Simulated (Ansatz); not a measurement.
System: C₆H₁₄O, charge 0, multiplicity 1. SMILES: CCCCCCO
Structure (B3LYP-D3(BJ)/def2-TZVP (Ansatz, an electronic-structure program) minimum search):
```xyz
21

C      3.8070    -0.0284     0.1089
C      2.4584    -0.7376     0.0279
C      1.2737     0.2249     0.0534
C     -0.0804    -0.4745    -0.0274
C     -1.2626     0.4911     0.0037
C     -2.6062    -0.2167    -0.0872
O     -3.7154     0.6725     0.0000
H      3.9393     0.6608    -0.7287
H      3.8899     0.5535     1.0301
H      4.6351    -0.7391     0.0888
H      2.4142    -1.3380    -0.8867
H      2.3652    -1.4440     0.8592
H      1.3659     0.9328    -0.7781
H      1.3163     0.8260     0.9685
H     -0.1703    -1.1826     0.8037
H     -0.1221    -1.0745    -0.9433
H     -1.2404     1.0833     0.9231
H     -1.1743     1.2004    -0.8285
H     -2.7241    -0.9088     0.7487
H     -2.6565    -0.8093    -1.0105
H     -3.6542     1.3069    -0.7222
```

Property: atomisation energy (electronic, to ground-state atoms), in eV. Correlated levels leave the core frozen unless marked. Open shells are spin-unrestricted. Spin-orbit coupling is left out. Non-relativistic unless marked X2C. The coupled-cluster limit lacks core correlation, which all-electron functionals hold. CBS marks a two-point X^-3 extrapolation of the correlation energy; Hartree-Fock from the larger set. The bracket is a focal-point correction in the basis named.

| level | program | atomisation energy (eV) |
|---|---|---|
| HF/cc-pVTZ | Ansatz | 64.61 |
| r2SCAN0/def2-TZVPD | Ansatz | 85.24 |
| LC-wPBE-D4/def2-TZVPD | Ansatz + dftd4 | 86.43 |
| MP2/cc-pVTZ | Ansatz | 85.14 |
| RI-MP2/cc-pVTZ | Ansatz | 85.13 |
| SCS-MP2/cc-pVDZ | Ansatz | 80.71 |
| SCS-MP2/cc-pVTZ | Ansatz | 84.92 |
| CCSD(T)/cc-pwCVTZ | Ansatz | 84.34 |
| X2C-CCSD(T)/cc-pVTZ-DK | Ansatz | 84.25 |
| RI-MP2/CBS(aug-cc-pVTZ,aug-cc-pVQZ)+[CCSD(T)-MP2]/aug-cc-pVTZ | Ansatz | 86.20 |
